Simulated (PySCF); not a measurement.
# Bond lengths and vibrations by method: BFH2NSi cation

All numbers below are calculated, not measured. They come from PySCF 2.14.0, an open-source quantum chemistry program, on an isolated molecule that a program drew, which may never have been made. The molecule is BFH2NSi cation (charge +1, singlet), drawn as the SMILES string `N=B[SiH+]F`.

The geometry was optimised and harmonic frequencies were computed with HF and MP2, all in the cc-pV(D+d)Z basis, for the commonest isotopes, with a restricted reference for singlets and an unrestricted one otherwise, and a frozen core in MP2. Each result is a local minimum of its method.

Geometry at the HF minimum:
```xyz
6
BFH2NSi cation, angstrom
N     0.6151   -1.1225    1.0453
B     0.0921   -0.1160    1.4711
Si   -0.6901    1.5197    2.2046
F    -2.0858    1.9512    1.6693
H     1.0348   -1.9502    0.6887
H    -0.1412    2.4191    3.2077
```

Lengths of the bonds as drawn, in Å (atoms numbered as above):
| bond | HF | MP2 |
|---|---|---|
| N1-B2 | 1.212 | 1.254 |
| B2-Si3 | 1.956 | 1.927 |
| Si3-F4 | 1.556 | 1.582 |
| N1-H5 | 0.994 | 1.013 |
| Si3-H6 | 1.455 | 1.463 |

Rotational constants, in GHz:
| constant | HF | MP2 |
|---|---|---|
| A | 25.77 | 25.69 |
| B | 2.825 | 2.782 |
| C | 2.546 | 2.51 |

Harmonic frequencies in cm^-1, each column in rising order, so a row needn't be the same motion in every method:
| rank | HF | MP2 |
|---|---|---|
| 1 | 139 | 121 |
| 2 | 201 | 169 |
| 3 | 366 | 337 |
| 4 | 575 | 578 |
| 5 | 625 | 593 |
| 6 | 709 | 629 |
| 7 | 765 | 658 |
| 8 | 874 | 836 |
| 9 | 1040 | ? |
| 10 | 2164 | 1877 |
| 11 | 2480 | 2410 |
| 12 | 3979 | 3735 |

**Estimate the missing MP2 frequency from the HF column.**

A single factor s that minimises the squared misfit of MP2 against s times HF over the other rows is sum(HF x MP2) / sum(HF^2) = 0.9329, with an rms misfit of 58 cm^-1. For rank 9 it gives 0.9329 x 1040 = 970 cm^-1. The calculation gives 992 cm^-1, 22 cm^-1 above the estimate. The drawn bonds are on average 1.2 % longer in MP2 than in HF.
